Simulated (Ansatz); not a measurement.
Start from `C[O][Ge]([SH])([Cl])[Cl]` and change one atom or group to get `[F][Ge]([SH])([Cl])[Cl]`.

Ansatz, PBE0-D4/def2-TZVP geometries, multiplicity 1. Each molecule was computed in one conformer, which needn't be the lowest.

Scalar relativity is left out up to krypton.

```json
{"property": "size of the dipole moment (PBE/def2-TZVPP) / D", "`C[O][Ge]([SH])([Cl])[Cl]`": "2.05"}
{"property": "LUMO energy (PBE0/def2-TZVPP) / eV", "`C[O][Ge]([SH])([Cl])[Cl]`": "-1.35"}
{"property": "HOMO energy (PBE/def2-TZVPP) / eV", "`C[O][Ge]([SH])([Cl])[Cl]`": "-6.89"}
{"property": "LUMO energy (B3LYP/def2-TZVPP) / eV", "`C[O][Ge]([SH])([Cl])[Cl]`": "-1.65"}
{"property": "HOMO energy (ωB97M-V/def2-TZVPP) / eV", "`C[O][Ge]([SH])([Cl])[Cl]`": "-10.43"}
{"property": "HOMO–LUMO gap (PBE0/def2-TZVPP) / eV", "`C[O][Ge]([SH])([Cl])[Cl]`": "6.86"}
```

(1) Give the same properties after the change, and the shifts. (Best estimate.)

## Answers

(1) Computed: 
```tsv
property	`[F][Ge]([SH])([Cl])[Cl]`	shift
size of the dipole moment (PBE/def2-TZVPP) / D	1.65	-0.40
LUMO energy (PBE0/def2-TZVPP) / eV	-1.76	-0.41
HOMO energy (PBE/def2-TZVPP) / eV	-7.22	-0.33
LUMO energy (B3LYP/def2-TZVPP) / eV	-2.07	-0.42
HOMO energy (ωB97M-V/def2-TZVPP) / eV	-10.75	-0.32
HOMO–LUMO gap (PBE0/def2-TZVPP) / eV	6.78	-0.08
```

With PBE0 the HOMO falls by 0.33 eV and the LUMO falls by 0.41 eV, so the gap narrows by about 0.08 eV. PBE moves the HOMO by -0.33 eV and ωB97M-V by -0.32 eV. Dipoles are sizes alone; their direction can turn.

B3LYP here is the variant with VWN-RPA as its local correlation; programs differ in this.
